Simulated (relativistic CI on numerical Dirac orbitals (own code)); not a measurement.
## Radial parameters of Be2+

Computed by Dirac-Coulomb-Breit CI, orbitals from a KLI potential per configuration, a model potential for QED, valence Slater integrals scaled by 0.85, P86 correlation energy added to each configuration (own radial code, finite nucleus).

Slater integrals F^k, G^k are unscaled and averaged over j, outside the closed core (none); ζ comes from projecting the Hamiltonian with its Breit term on Σ l·s of the shell.

- 1s2s: G^0(1s,2s) = 12741 cm⁻¹; <r>(1s) = 0.3808, <r^2>(1s) = 0.1949, <r>(2s) = 1.793, <r^2>(2s) = 3.743 (bohr units).
- 1s2p: G^1(1s,2p) = 25157, ζ(2p) = 20.494 cm⁻¹; <r>(1s) = 0.3807, <r^2>(1s) = 0.1947, <r>(2p) = 1.606, <r^2>(2p) = 3.12 (bohr units).
- 1s3s: G^0(1s,3s) = 3338.7 cm⁻¹; <r>(1s) = 0.3777, <r^2>(1s) = 0.1911, <r>(3s) = 4.18, <r^2>(3s) = 19.87 (bohr units).

In this model ζ of a weakly bound d, f or g electron outside closed shells comes out too small, for d by up to a factor of two or three and at times with the wrong sign; that of an outer p electron is too small as well.

Correlation outside the listed configurations is missing or only estimated: errors of thousands of cm⁻¹ between configurations and terms are usual at this charge. Rates and lifetimes follow the computed energies and can be off by large factors. The fine structure of a lone outer electron comes out too small, for d and f at times inverted, and misplaced configurations move strength between like terms. 2 of the 2 excited levels that our extract of the measured tables holds in this range could be paired (the sources list more); they are missed by 4646 cm⁻¹ on average and 5143 at most, and levels without a partner can miss by more.

Averages of the first 10 configurations, taken without configuration mixing, which lowers the lowest level and can move excited configurations by several eV; other configurations of the list can lie among them:

| Configuration | Parity | States | Average energy above the lowest level (eV) |
| --- | --- | --- | --- |
| 1s² | even | 1 | 0.0 |
| 1s2s | even | 4 | 118.6 |
| 1s2p | odd | 12 | 121.8 |
| 1s3s | even | 4 | 138.5 |
| 1s3p | odd | 12 | 139.4 |
| 1s3d | even | 20 | 139.4 |
| 1s4s | even | 4 | 145.2 |
| 1s4p | odd | 12 | 145.5 |
| 1s4d | even | 20 | 145.6 |
| 1s4f | odd | 28 | 145.9 |
